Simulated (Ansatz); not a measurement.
Steps of a relaxation of CH₉GePSi, SMILES `[CH3][GeH2][SiH2]P` with RKS PBE-D4/def2-SVP.

```sh
$ ansatz run in.yaml --threads 4 --pin off --events-out ev --progress --plain --max-ram 10444MiB
```

```yaml
crystal:
  periodic: [false, false, false]
  atoms:
    - {symbol: C, position_ang: [-1.703200, 0.212900, 0.937000]}
    - {symbol: Ge, position_ang: [-0.512900, -1.188600, 0.536200]}
    - {symbol: Si, position_ang: [1.413100, -0.285200, -0.320900]}
    - {symbol: P, position_ang: [1.051300, 0.919200, -2.105500]}
    - {symbol: H, position_ang: [-1.296000, 0.937600, 1.651000]}
    - {symbol: H, position_ang: [-1.971300, 0.831800, -0.009500]}
    - {symbol: H, position_ang: [-2.665400, -0.161800, 1.338900]}
    - {symbol: H, position_ang: [-1.097500, -2.118800, -0.521300]}
    - {symbol: H, position_ang: [-0.197700, -1.954000, 1.879400]}
    - {symbol: H, position_ang: [2.063200, 0.581000, 0.732600]}
    - {symbol: H, position_ang: [2.364600, -1.369200, -0.641800]}
    - {symbol: H, position_ang: [2.293300, 1.570700, -2.103000]}
    - {symbol: H, position_ang: [0.278900, 1.989600, -1.358200]}
basis:
  gaussian: {orbitals: def2-SVP}
hamiltonian: {xc: pbe, dispersion: d4}
relax: {f_tol: 0.03, max_steps: 200}
```

Positions (Å) and forces (eV/Å) along the path, 5 of 5 steps:

```xyz
13
step=1 energy=-74836.2169 eV
C    -1.703    0.213    0.937   -1.817    1.873   -1.149
Ge   -0.513   -1.189    0.536    0.400   -1.159    0.596
Si    1.413   -0.285   -0.321    1.091    0.227    0.989
P     1.051    0.919   -2.106   -1.784    0.905   -0.817
H    -1.296    0.938    1.651    0.241    0.145    0.337
H    -1.971    0.832   -0.009    0.349   -0.838    1.086
H    -2.665   -0.162    1.339   -0.001   -0.004    0.045
H    -1.097   -2.119   -0.521   -0.274   -0.403   -0.204
H    -0.198   -1.954    1.879   -0.048    0.018   -0.375
H     2.063    0.581    0.733    0.034   -0.095    0.119
H     2.365   -1.369   -0.642    0.380   -0.353   -0.214
H     2.293    1.571   -2.103    0.633    0.487    0.159
H     0.279    1.990   -1.358    0.796   -0.804   -0.572
13
step=2 energy=-74836.5504 eV
C    -1.800    0.243    0.961   -0.624    0.836   -0.338
Ge   -0.528   -1.149    0.526    0.320   -0.698    0.110
Si    1.526   -0.266   -0.299    0.031   -0.053    0.192
P     1.056    0.892   -2.188   -0.285    0.395    0.115
H    -1.378    0.958    1.690    0.072    0.026    0.091
H    -2.079    0.834    0.046    0.154   -0.285    0.345
H    -2.742   -0.162    1.385    0.089   -0.095   -0.006
H    -1.171   -2.153   -0.469    0.012    0.022   -0.111
H    -0.193   -1.983    1.801   -0.044    0.047    0.024
H     2.184    0.531    0.809   -0.048    0.039   -0.116
H     2.497   -1.339   -0.700    0.006   -0.130    0.016
H     2.284    1.620   -2.106    0.251    0.135   -0.130
H     0.365    1.938   -1.440    0.066   -0.242   -0.191
13
step=3 energy=-74836.5922 eV
C    -1.801    0.248    0.966   -0.165    0.163    0.038
Ge   -0.531   -1.200    0.563    0.057   -0.059   -0.090
Si    1.511   -0.271   -0.297    0.063   -0.003    0.046
P     1.079    0.942   -2.194   -0.032   -0.001   -0.024
H    -1.377    0.953    1.709    0.023   -0.055   -0.005
H    -2.044    0.824    0.050    0.041   -0.045   -0.014
H    -2.748   -0.160    1.371    0.031   -0.024    0.010
H    -1.164   -2.181   -0.469    0.032    0.054    0.015
H    -0.228   -2.023    1.851    0.005    0.044   -0.016
H     2.168    0.554    0.787   -0.008   -0.029   -0.032
H     2.460   -1.381   -0.676   -0.004    0.039   -0.005
H     2.316    1.688   -2.176   -0.016   -0.081    0.055
H     0.379    1.973   -1.470   -0.026   -0.002    0.021
13
step=4 energy=-74836.5978 eV
C    -1.806    0.256    0.965   -0.049    0.059    0.020
Ge   -0.528   -1.188    0.552    0.038   -0.026   -0.005
Si    1.521   -0.274   -0.295   -0.012   -0.001    0.017
P     1.063    0.929   -2.188    0.030   -0.014   -0.007
H    -1.378    0.953    1.712    0.007   -0.027   -0.009
H    -2.049    0.829    0.049    0.008   -0.005   -0.017
H    -2.748   -0.163    1.373    0.021   -0.013   -0.001
H    -1.154   -2.161   -0.489    0.014    0.019    0.011
H    -0.220   -2.003    1.842   -0.022   -0.002   -0.004
H     2.179    0.551    0.785    0.000   -0.003   -0.020
H     2.473   -1.378   -0.679   -0.008    0.018   -0.005
H     2.307    1.659   -2.150   -0.029   -0.011   -0.002
H     0.359    1.956   -1.461    0.001    0.006    0.023
13
step=5 energy=-74836.5985 eV
C    -1.807    0.258    0.964   -0.006    0.012   -0.002
Ge   -0.526   -1.187    0.553    0.010   -0.004    0.011
Si    1.521   -0.274   -0.293    0.008   -0.006    0.006
P     1.060    0.925   -2.187   -0.006   -0.005    0.000
H    -1.376    0.951    1.712   -0.001   -0.004   -0.002
H    -2.047    0.830    0.046    0.002    0.000   -0.002
H    -2.746   -0.165    1.371    0.006   -0.002   -0.002
H    -1.148   -2.156   -0.492    0.003    0.002   -0.005
H    -0.228   -2.004    1.844   -0.012   -0.004   -0.001
H     2.183    0.554    0.781    0.003    0.003   -0.007
H     2.474   -1.373   -0.683   -0.002    0.000    0.002
H     2.303    1.655   -2.148   -0.006    0.003   -0.004
H     0.358    1.950   -1.453    0.002    0.007    0.006
```

It took 47 s on 4 threads of an AMD EPYC on a shared host, with 0.2 GiB of host memory at the peak.
